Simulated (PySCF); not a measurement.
`FC(F)[C@@H]1[GeH2][CH2][C@@H]1S`, C$_{4}$H$_{8}$F$_{2}$GeS

Geometry:
```csv
atom,x (Å),y (Å),z (Å)
F1,1.241,-2.004,1.658
C2,1.219,-1.136,0.616
F3,0.742,-1.862,-0.437
C4,0.278,-0.005,0.930
Ge5,-1.585,-0.626,0.510
C6,-0.981,0.452,-1.056
C7,0.148,1.029,-0.194
S8,1.718,1.353,-1.097
H9,2.254,-0.847,0.386
H10,0.582,0.424,1.884
H11,-1.826,-2.102,0.404
H12,-2.638,0.021,1.374
H13,-1.622,1.211,-1.499
H14,-0.587,-0.178,-1.851
H15,-0.151,1.985,0.242
H16,1.200,2.293,-1.883
```

The calculation used TDDFT LC-wPBE/def2-SVPD circular dichroism and optical rotation, one conformer, gas phase in PySCF. Geometry: GFN2-xTB.

The molecule is flexible and this is one conformer; a measurement averages over conformers. The calculation is non-relativistic, which matters for the atoms heavier than Zn.

**Question.** Draw the ECD and absorption spectra from the lowest 16 states, each a Gaussian of half-width 0.25 eV at 1/e height.

**Answer.** 
```tsv
E (eV)	λ (nm)	Δε (L mol⁻¹ cm⁻¹)	ε (L mol⁻¹ cm⁻¹)
5.21	238	-0.01	0.344
5.36	231	-0.06	2.65
5.51	225	-0.21	9.91
5.66	219	-0.39	18.1
5.81	213	-0.34	16.2
5.96	208	-0.14	12
6.11	203	+0.03	70.6
6.26	198	+0.40	457
6.41	193	+1.30	1470
6.56	189	+2.04	2290
6.71	185	+1.55	1750
6.86	181	+0.57	656
7.01	177	+0.07	244
7.16	173	-0.21	799
7.31	170	-0.77	2400
7.46	166	-1.97	3690
7.61	163	-4.21	3670
7.76	160	-2.81	5430
7.91	157	+15.02	11800
8.06	154	+32.10	19300
8.21	151	-17.01	22700
8.36	148	-88.71	22600
8.51	146	-42.07	23100
```
Δε uses R in velocity form, ε uses f in length form. Only the states computed contribute, so the short-wavelength end is incomplete.
